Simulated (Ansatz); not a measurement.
`F/C=C(\F)C(F)F` + HI → `F/C=C(/F)I` + `FCF` at 500 K and 1 bar (substitution at a C–C bond).

Program: Ansatz. Geometries: PBE0-D4/def2-TZVP. ΔE: electronic, gas phase. CCSD(T)/CBS adds triple-zeta CCSD(T) − MP2 to the extrapolated MP2 energy (def2 sets, frozen cores). This one scheme is used for every species. Double bonds are as drawn, so ΔE can hold a change between cis and trans. Elements past krypton have def2 core potentials. For I outer-core shells are correlated without core-valence functions, which leaves a few kJ/mol of doubt a bond. Each species was taken in one conformer, which may not be the lowest.

```tsv
species	CCSD(T)/CBS energy (Eh)	H − E (kJ/mol)	S (J/(mol·K))
`F/C=C(\F)C(F)F`	-514.47128	176.4	401.0
HI	-298.03592	28.6	221.6
`F/C=C(/F)I`	-573.66914	103.8	366.7
`FCF`	-238.82660	107.3	272.2
```

H − E and S are ideal-gas, rigid-rotor, harmonic terms from PBE0-D4/def2-TZVP, for one conformer and one mirror image of each species. 1 Eh = 2625.50 kJ/mol, R = 8.31446 J/(mol·K).

Question: By hand: ΔE, ΔH, ΔS and ΔG.

Answer: ΔE = (-573.66914) + (-238.82660) − (-514.47128) − (-298.03592) = 0.01146 Eh = 30.1 kJ/mol. Δ(H − E) = 103.8 + 107.3 − 176.4 − 28.6 = 6.1, so ΔH = 36.2 kJ/mol. ΔS = 366.7 + 272.2 − 401.0 − 221.6 = 16.3 J/(mol·K). ΔG = 36.2 − 500 × (16.3)/1000 = 28.1 kJ/mol.

Question: By hand: the equilibrium constant, and the temperature at which ΔG would vanish if ΔH and ΔS stayed fixed.

Answer: log₁₀ K = −ΔG/(RT ln 10) = -2.9. ΔG = 0 at ΔH/ΔS = 2221 K, though so small a ΔS makes that figure unsure.

ΔH outweighs TΔS. A doubt of 5 kJ/mol in ΔE shifts log₁₀ K by 0.5 here. Other conformers and mirror images would add mixing entropy, several J/(mol·K) or more a flexible species. These are equilibria of isolated gas molecules and say nothing of rates. Largest T1 diagnostic: 0.012 (customary marks: 0.02 for closed shells, 0.045 for open ones).
